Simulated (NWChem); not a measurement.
# C$_{2}$H$_{4}$AlBr; SMILES [CH]([AlH][Br])=C

```xyz
8

Al    -0.6344    -0.6576     0.0000
H     -2.1965    -0.8980     0.0000
Br     0.1142     1.4977     0.0000
C      0.6274    -2.1257     0.0000
C      0.1718    -3.3915     0.0000
H      1.7092    -1.9822     0.0000
H      0.8336    -4.2590     0.0000
H     -0.8929    -3.6274     0.0000
```
Atoms are numbered in this order, from 1.

Computed with NWChem. Pople sets run with spherical d functions. Geometry: optimised at B3LYP/6-31G* (spherical d).

Task: Taking B3LYP/6-311G** as the yardstick, which of these has the fewest basis functions while keeping “highest occupied level (eV)” within 0.2 eV of it: B3LYP/STO-3G; B3LYP/6-31G*; B3LYP/3-21G?

Result: B3LYP/6-31G*.
```json
[
 {"level": "B3LYP/STO-3G", "basis functions": "41", "highest occupied level (eV)": "-4.31"},
 {"level": "B3LYP/3-21G", "basis functions": "61", "highest occupied level (eV)": "-7.50"},
 {"level": "B3LYP/6-31G*", "basis functions": "86", "highest occupied level (eV)": "-7.73"},
 {"level": "B3LYP/6-311G**", "basis functions": "130", "highest occupied level (eV)": "-7.84"}
]
```

The yardstick is one finite set, not the basis-set limit.
